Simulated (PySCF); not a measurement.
Cl2Zn, SMILES [Cl][Zn][Cl] (connectivity only; charge and spin as stated), charge -1, multiplicity 2. Geometry optimised at r2SCAN-D4/def2-SVPD. The spin state was assumed, not searched. The isomer is the one that the SMILES or the coordinates give; other isomers of the formula were not compared.

The numbers are results of r2SCAN-D4/def2-SVPD run with PySCF, not measurements.

Harmonic wavenumbers (cm⁻¹): 99, 274, 295. Rotational constants (GHz): 10.45, 1.858, 1.578; symmetry number 2.

**Question.** Work out the zero-point energy and the ideal-gas rigid-rotor harmonic-oscillator thermochemistry at 298.15 K and 1 atm.

**Answer.** ZPE = ½ Σ hcν = ½ × 668 cm⁻¹ = 4.00 kJ/mol. H − E(el) = 18.16 kJ/mol. Entropy in J/(mol K): translation 170.04, rotation 106.17, vibration 27.16, spin 5.76, total 309.14. G − E(el) = -74.01 kJ/mol. Cp = 55.66 J/(mol K). Modes under 150 cm⁻¹ make the vibrational entropy uncertain.
